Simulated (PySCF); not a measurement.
C₂H₆Cd, triplet, geometry from GFN2-xTB (such geometries of metal compounds can be far from the true shape) (a higher spin typed on purpose: for a closed-shell molecule this is an excited state) (all electrons, no relativity). Base run: PBE0/3-21G run with PySCF.

PySCF was given this input:
```python
from pyscf import gto, scf, dft

mol = gto.M(
    atom='''
Cd   -0.363253    0.078934   -0.416295
C     2.284676    0.019298   -0.082115
H     2.508352   -0.919164    0.402145
H     2.510686    0.887620    0.519712
H     2.644331    0.085182   -1.101029
C    -0.426408   -0.421257    2.207374
H    -0.763160   -1.449641    2.229795
H    -1.166504    0.291491    2.548365
H     0.552831   -0.272547    2.631630
''',
    basis='3-21g',
    charge=0,
    spin=2,
    verbose=3,
)

mf = dft.UKS(mol)
mf.xc = 'pbe0'
mf.kernel()
mo_i, mo_e, stable_i, stable_e = mf.stability(internal=True, external=False, return_status=True, nroots=6, tol=1e-6)
print('internally stable:', stable_i, ' externally stable:', stable_e)
if not stable_i:
    umf = mf.copy()
    umf.scf_summary = {}
    umf.kernel(umf.make_rdm1(mo_i, mf.mo_occ))
```

The bond that is stretched is that between atoms 5 and 2. A test that says stable can miss a lower solution.

Each row names what was changed in the base input (with any setting that the change needs).

```csv
change,ΔE vs base (mEh),<S^2>,stability test says
base,0.000,2.025,internally stable (external not tested)
bond × 1.25,27.504,2.026,internally stable (external not tested)
bond × 1.5,75.756,2.027,internally stable (external not tested)
bond × 1.8,130.9,2.053,internally stable (external not tested)
bond × 2.2,173.2,2.539,internally stable (external not tested)
bond × 3.0,181.3,2.431,internally stable (external not tested)
```

On stretching, the SCF can end on different states; <S^2> shows the spin contamination of each.
